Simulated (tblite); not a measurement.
Compound: C4H8F2Si (charge +1 and doublet state).
Atom-mapped SMILES: `[CH2+:1][C:2]([SiH3:3])[CH2:4][CH:5]([F:6])[F:7]` (hydrogens: H8, H9 on C1; H10, H11, H12 on Si3; H13, H14 on C4; H15 on C5)

The geometry is computed with GFN2-xTB (gas phase). This method treats the open shell by occupation alone, without spin polarisation.

Task: List the bond lengths, angles and torsions at this level.

Result: 
```
            bond  length (Å)   order
           C1–C2       1.297  single
          C2–Si3       2.111  single
           C2–C4       1.473  single
           C4–C5       1.533  single
           C5–F6       1.360  single
           C5–F7       1.344  single
           C1–H8       1.078  single
           C1–H9       1.089  single
Si3–H10, Si3–H11       1.458  single
         Si3–H12       1.467  single
  C4–H13, C4–H14       1.094  single
          C5–H15       1.099  single
```

Bonds in one row agree within 0.01 Å and their mean is given. Orders are formal, as drawn. A selection of angles:
```
      angle  degrees
   C2–C1–H8    125.6
   C2–C1–H9    121.3
   H8–C1–H9    113.1
  C1–C2–Si3    115.0
   C1–C2–C4    134.2
  Si3–C2–C4    110.4
 C2–Si3–H10    103.6
 C2–Si3–H11    100.3
 C2–Si3–H12     95.5
H10–Si3–H11    119.8
H10–Si3–H12    114.0
H11–Si3–H12    117.5
   C2–C4–C5    110.3
  C2–C4–H13    108.6
  C2–C4–H14    112.4
  C5–C4–H13    109.1
 H13–C4–H14    107.7
   C4–C5–F6    108.8
  C4–C5–H15    114.0
   F6–C5–F7    106.2
  F6–C5–H15    108.5
  F7–C5–H15    109.0
```

Dihedral angles: C1–C2–C4–C5 104° (anticlinal); C2–C4–C5–F6 63° (synclinal). The mirror-image conformer, all signs reversed, is as good.

C2 (carbon bonded to 2 C and Si) is planar (angles 134.2°, 115.0° and 110.4°, sum 359.6°, 0.05 Å off the plane of its three neighbours). The C–C distances run from 1.297 Å (C1–C2, drawn single in a drawing that doesn't fit all lengths) to 1.533 Å (C4–C5, drawn single in a drawing that doesn't fit all lengths), a spread of 0.236 Å. Of the pairs four or more bonds apart, Si3···F6 is among the closest relative to their van der Waals radii: 2.77 Å, 78 % of the sum of Bondi's values. C1 (carbon bonded to C and 2 H) is planar (angles 125.6°, 121.3° and 113.1°, sum 360.0°, 0.01 Å off the plane of its three neighbours). Si3 (silicon bonded to C and 3 H) has angles from 95.5° to 119.8°.

Point group: C1 (no symmetry element, even within 0.4 Å). Its GFN2-xTB frequencies are all real (lowest 16 cm⁻¹). Torsions: H–C1–C2–Si3 -9° and 170°, C1–C2–C4–C5 104°, C2–C4–C5–F6 63°. 3 starts were optimised and ended at 0.00, 2.23 and 3.97 kcal/mol (GFN2-xTB); the lowest of these is shown.
